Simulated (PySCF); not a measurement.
**Core-level binding energies of `C=C(C)[C@H]1C[CH2][AlH][CH2]1`**

Compound: C7H13Al.
Z-matrix (Å and degrees, PBE0-D3(BJ)/def2-SVP geometry), rows numbered from 1:
```
C 
C   1  1.3391
C   2  1.5014  1  121.11
C   2  1.5129  1  123.43  3  -179.41
C   4  1.5388  2  114.86  1   -11.36
C   5  1.5395  4  111.46  2  -179.24
Al  6  1.9650  5  100.18  4   -38.57
C   4  1.5530  2  112.30  1   115.05
H   1  1.0937  2  120.83  3     0.35
H   1  1.0917  2  122.47  3  -179.69
H   3  1.1035  2  110.81  1   123.46
H   3  1.0987  2  111.72  1     2.67
H   3  1.1020  2  111.22  1  -118.23
H   4  1.1100  2  106.11  1  -128.65
H   5  1.1058  4  108.19  2    60.84
H   5  1.1034  4  109.62  2   -54.30
H   6  1.1074  5  110.22  4    77.00
H   6  1.1011  5  112.57  4  -165.12
H   7  1.5927  6  132.57  5  -165.69
H   8  1.1078  4  109.18  2   -48.10
H   8  1.1013  4  112.86  2    69.47
```

The calculation used PySCF, delta-SCF UKS SCAN, pcX-2 on the ionised atom, pcseg-1 elsewhere, spin-free X2C. These are vertical core ionisation energies against the vacuum level, from separate self-consistent calculations with and without the core hole.

Q: Give the core binding energies atom by atom.

A: 
```csv
atom(s),environment,level,binding energy (eV),above the level's lowest (eV),count
C1,terminal =CH2 carbon,C 1s,289.36,+0.09,1
C2,fully substituted alkene carbon,C 1s,290.09,+0.82,1
C3,allylic carbon,C 1s,290.42,+1.15,1
C4,allylic carbon,C 1s,290.30,+1.03,1
C5,ring CH2 carbon,C 1s,290.17,+0.90,1
C6,ring CH2 carbon,C 1s,289.36,+0.09,1
Al7,aluminium bonded to 2 C and H,Al 1s,1566.28,0.00,1
C8,ring CH2 carbon,C 1s,289.27,0.00,1
```

Lowest listed C 1s: C8, bonded to C, 2 H and Al. Highest, 1.15 eV above it: C3, bonded to C and 3 H. Summing the Pauling electronegativity differences to the bonded atoms, each weighted by its formal bond order, gives -1.64 for the lowest site and -1.05 for the highest; the largest sum, 0.00, belongs to C2, 0.33 eV below the top. The values 289.36 and 289.36 eV lie too close for their order to be trusted.

Q: What is the C 1s shift of C5 against C6?

A: 290.17 − 289.36 = +0.81 eV, or +78 kJ/mol.

The unrestricted hole states depart most from a pure doublet (⟨S²⟩ = 0.75; over 0.85 named) for C 1s of C2 (0.86), which makes this value less certain. Isolated species at its PBE0-D3(BJ)/def2-SVP geometry (one conformer only).

Time: 2.2 min of wall time; peak memory 0.81 GiB. Hardware: one thread, Intel Xeon 6975P-C (x86_64), no GPU, shared host with 192 logical CPUs at a one-minute load of 20.
